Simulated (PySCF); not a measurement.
## How methods differ on the excitation energy of Zn²⁺

Zn²⁺ [Ar] 3d10 (1S) → Zn²⁺ [Ar] 3d9 4s1 (3D), as a difference of total energies. Calculation: PySCF 2.14, in aug-cc-pVDZ-PP with ECP10MDF (5s5p4d2f, 54 functions); a scalar-relativistic core potential. Correlated levels: valence: 3s2 3p6 frozen. The calculations carry no spin-orbit coupling.

```csv
method,excitation energy (cm⁻¹)
UHF,68732
LDA,81830
PBE,78677
PBE0,78167
r2SCAN,75692
BHandHLYP,75043
LC-wPBE,81377
PBEsol,80233
wB97M-V,78943
MP2 (valence),86015
SCS-MP2 (valence),84485
```
